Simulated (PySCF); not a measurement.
Spinor energies of Hf⁶²⁺ (hafnium, charge +62)

Start: [Ne]. Calculated with PySCF 2.14 in an even-tempered Gaussian basis (17 s from 11 bohr⁻², ratio 2.6; 14 p from 14 bohr⁻², ratio 2.6; 6 d from 15 bohr⁻², ratio 2.8; 3 f from 310 bohr⁻², ratio 2.8): generalised Hartree-Fock with the X2C-1e Hamiltonian and a Gaussian nucleus; spin-orbit coupling (SO) screened by Boettger's factors.

```csv
spinor shell,electrons,"ε, screened SO (eV)",weight of nominal j (screened SO),"rms radius, screened SO (bohr)"
1s1/2,2,-71058.1,1.000,0.0215
2s1/2,2,-16392.6,1.000,0.0853
2p1/2,2,-15936.4,1.000,0.0724
```

(1) Where does 2p3/2 lie, and what is the 2p spin-orbit splitting (screened SO)?

```json
{"quantity": "E (hartree)", "screened SO": "-10415.96461"}
{"quantity": "M_J", "screened SO": "0"}
{"quantity": "⟨J²⟩", "screened SO": "0.000"}
{"quantity": "⟨L²⟩", "screened SO": "0.030"}
{"quantity": "⟨S²⟩", "screened SO": "0.030"}
```

Breit and QED terms are absent; they matter most for the inner s and p1/2 levels.

Densities and radii are taken from the X2C orbitals without a picture-change correction, which distorts them close to the nucleus.

## Answers

(1) At -14697.2 eV, 1239.2 eV above 2p1/2.
